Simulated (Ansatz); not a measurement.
Reaction (substitution at a C–O bond): `C[O][Ge][Cl]` + `C=C(C)O` → `C=C(C)OC` + `[OH][Ge][Cl]`

Computed with Ansatz on PBE0-D4/def2-TZVP structures; ΔE is electronic, products minus reactants. CBS: MP2 limit from def2 TZ/QZ plus the TZ coupled-cluster correction, frozen cores. Functionals use def2-TZVPP. For Ge outer-core shells are correlated without core-valence functions, which leaves a few kJ/mol of doubt a bond. Scalar relativity is left out up to krypton. One conformer a species, not always the lowest.

```
       species  BLYP-D4 energy (Eh)
`C[O][Ge][Cl]`          -2652.50775
     `C=C(C)O`           -193.15358
    `C=C(C)OC`           -232.44879
`[OH][Ge][Cl]`          -2613.21591
```

(1) Work out ΔE.

(2) What do rigid-rotor, harmonic-oscillator terms from PBE0-D4/def2-TZVP frequencies (298.15 K, 1 bar) make of the CCSD(T)/CBS value? (Best estimate.)

Largest T1 diagnostic among the species: 0.015.

## Answers

(1) ΔE = (-232.44879) + (-2613.21591) − (-2652.50775) − (-193.15358) = -0.00337 Eh = -0.09 eV. CCSD(T)/CBS gives -0.14 eV.

(2) The calculation gave: ΔZPE = +0.01 eV, ΔH = -0.15 eV, ΔS = -13 J/(mol·K), ΔG = -0.11 eV.

Leaving LDA and LC-ωPBE aside and taking each functional with its dispersion term where it has one, the values, not all of them listed here, spread over 0.06 eV, from ωB97M-V to BLYP-D4. LDA lies −0.04 eV from PBE without D4. At CCSD(T), def2-SVP lies +0.06 eV from the extrapolated value and def2-TZVPP −0.01 eV. From BLYP to BHLYP (50 % exact exchange), in def2-TZVPP and without D4, ΔE moves by −0.04 eV.
